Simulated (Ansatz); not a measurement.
The cluster VSe2. Charge 0, multiplicity 2. Geometry relaxed at PBE-D4/def2-TZVP.

```xyz
3

V    -0.5949    0.5563    0.1221
Se    1.5212    1.0339   -0.0759
Se   -0.9262   -1.5902   -0.0462
```

The structure comes from a short search, and lower isomers may exist.

Task: Estimate the harmonic wavenumbers at UKS PBE-D4/def2-TZVP (Ansatz, unscaled). Is this a minimum?

Result: 114, 383, 443 cm⁻¹. Yes, no mode is imaginary beyond noise. Zero-point energy 5.6 kJ/mol. Run time 47 s (2 threads of AMD EPYC 7R43 on a shared host).
